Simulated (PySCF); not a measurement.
C₄H₄NO₂ (doublet state).
Numbering: `[OH:1][CH:2][c:3]1[cH:4][cH:5][o:6][n:7]1` (hydrogens: H8 on O1; H9 on C2; H10 on C4; H11 on C5)

Cartesian coordinates in Å at the GFN2-xTB level; atoms count from 1:
```
atom  x, y, z in Å
O1    -2.6002   -0.3520   -0.1313
C2    -1.5532    0.4805   -0.0250
C3    -0.2429    0.0246   -0.0108
C4     0.9829    0.7694    0.0970
C5     1.9430   -0.1832    0.0587
O6     1.3965   -1.4016   -0.0591
N7     0.0459   -1.2860   -0.1031
H8    -2.2609   -1.2591   -0.1899
H9    -1.8095    1.5230    0.0480
H10    1.0905    1.8285    0.1860
H11    3.0133   -0.1415    0.1036
```

The hyperfine couplings belong to this conformer and change with its torsions.

The calculation used PySCF, UKS B3LYP, pcH-1 on C H N O, non-relativistic, mean-field spin-orbit, GIAO. Isolated species at its GFN2-xTB geometry (one conformer only). Couplings are sensitive to structure, and on GFN2-xTB geometries they can be far from those on DFT ones. Stability of the SCF solution: not tested.

Task: Give the principal g shifts and their parts.

Result: 
| Δg (ppm) | 1 | 2 | 3 |
| --- | --- | --- | --- |
| relativistic mass correction | -238 | -238 | -238 |
| gauge correction | -17 | 50 | 44 |
| orbital Zeeman/spin–orbit | -28 | 1917 | 3114 |
| total | -283 | 1728 | 2920 |

So g = 2.00204, 2.00405, 2.00524 and g_iso = 2.00377; the tensor is rhombic: the two nearest values differ by 37 % of g3 − g1. Axes: g1 is normal to the molecular plane and g2 points within 2° of the O1–C2 bond.

Task: At 33.964 GHz, how far is the centre of the isotropic spectrum from where a free electron (g = 2.002319) resonates?

Result: B = hν/(g μB) with μB/h = 13.99624 MHz/mT gives 1211.92 mT for the free electron and 1211.04 mT at g_iso, 0.88 mT lower.

Task: Average each term over the three axes. Which is largest in size?

Result: The orbital-Zeeman/spin–orbit term 1668, the mass correction -238 and the gauge correction 25 ppm, for a total of 1455 ppm. The orbital-Zeeman/spin–orbit term is the largest in size. The mass correction is the same along every axis, so the anisotropy comes from the other two: their spans along these axes are 67 (gauge) and 3142 ppm (orbital Zeeman/spin–orbit).

Task: In a frozen sample, at which fields do the three g values resonate at 9.5, 34, 94 and 263 GHz (hyperfine left aside), and which band first spreads them over more than twice a line width of 0.5 mT?

Result: 
```
band    GHz  B(g3) mT  B(g2) mT  B(g1) mT  spread mT
   X    9.5    338.49    338.69    339.03       0.54
   Q   34.0   1211.44   1212.16   1213.38       1.94
   W   94.0   3349.27   3351.26   3354.63       5.36
   J  263.0   9370.83   9376.40   9385.82      14.99
```

The spread grows in proportion to the frequency. Q band is the first where it exceeds 1.0 mT.

Largest spin populations (Mulliken): C2 (+0.63), N7 (+0.34), C3 (-0.13) and O1 (+0.12). The positive populations add up to 1.25 and the negative ones to -0.25, together 2S = 1. The angles at C2 add up to 360.0°, so it is planar; its axial dipolar tensor and the negative coupling of its proton fit spin in a p orbital normal to that plane.

The HOMO–LUMO gaps are 4.62 eV among the α and 5.21 eV among the β orbitals.
